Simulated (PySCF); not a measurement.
Worked example: dipole moment from atomic charges

Si(H)(Cl)(Br)(NH2) (BrClH3NSi), SMILES N[SiH](Cl)Br. Atoms are numbered in the order given.

```xyz
7

Si     0.3249    -0.6462     0.5226
N      1.9972    -0.8202     0.2168
Cl    -0.9024    -1.9235    -0.5751
Br    -0.2319     1.4430    -0.0260
H      0.0419    -0.9057     1.9486
H      2.4900    -1.6439     0.5515
H      2.3987    -0.4671    -0.6470
```

Geometry optimised at B3LYP-D3(BJ)/def2-SVP. The structure was generated by enumeration, and PubChem lists no compound with its InChIKey, so it may never have been made. The values are those of a single conformer.

Charges (e) from ωB97X/def2-TZVP (PySCF):

| atom | ESP fit | Mulliken |
|---|---|---|
| Si1 | 0.306 | 0.544 |
| N2 | -0.885 | -0.619 |
| Cl3 | -0.150 | -0.231 |
| Br4 | -0.097 | -0.194 |
| H5 | 0.024 | -0.007 |
| H6 | 0.408 | 0.252 |
| H7 | 0.393 | 0.255 |

The dipole moment of the full density is 2.41 D.

**Question.** What dipole moment does each set of point charges give, and which comes closer to that of the density?

**Answer.** 
μ = Σ q r, and 1 e Å = 4.8032 D.
ESP fit: Σ q r = (0.449, -0.199, 0.074) e Å, |μ| = 2.39 D.
Mulliken: Σ q r = (0.433, -0.206, 0.248) e Å, |μ| = 2.59 D.
ESP fit comes closer in size. Point charges leave out the atoms' own dipoles (lone pairs, polarised bonds); fits to the potential absorb them, partitions of the density don't.
